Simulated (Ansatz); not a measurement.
Relaxation of Cl2F2Hf (5 atoms, charge 0, multiplicity 1), to a largest force component of 0.02 eV/Å in at most 40 steps.

Theory: RKS PBE/def2-SVP (Ansatz).

```xyz
5
Properties=species:S:1:pos:R:3:forces:R:3
Hf 0.000 0.000 0.000 -0.05 -0.14 0.12
Cl 0.000 0.000 2.520 0.01 0.02 -2.09
F 1.867 0.000 -0.659 -1.91 0.03 0.66
F -0.933 1.616 -0.659 0.97 -1.62 0.65
Cl -1.187 -2.056 -0.839 0.98 1.71 0.67
```

Where does it end, and by what steps?

It converged. After 4 steps the energy has fallen by 0.551 eV; Cl2 moved furthest, 0.15 Å.

```csv
step,energy less start (eV),largest force component (eV/Å),accepted
0,0.0000,2.094,yes
1,-0.4648,1.288,yes
2,-0.5480,0.070,yes
3,-0.5511,0.027,yes
4,-0.5512,0.006,yes
```

```xyz
5
Properties=species:S:1:pos:R:3
Hf -0.015 -0.027 0.023
Cl -0.001 -0.001 2.373
F 1.778 -0.009 -0.622
F -0.896 1.535 -0.622
Cl -1.118 -1.938 -0.789
```

Whether the end is a true minimum wasn't checked by a vibrational analysis.

Time of the run: 21 s on 1 thread of Arm Neoverse V2, with other jobs on the host, peak memory 0.18 GiB.
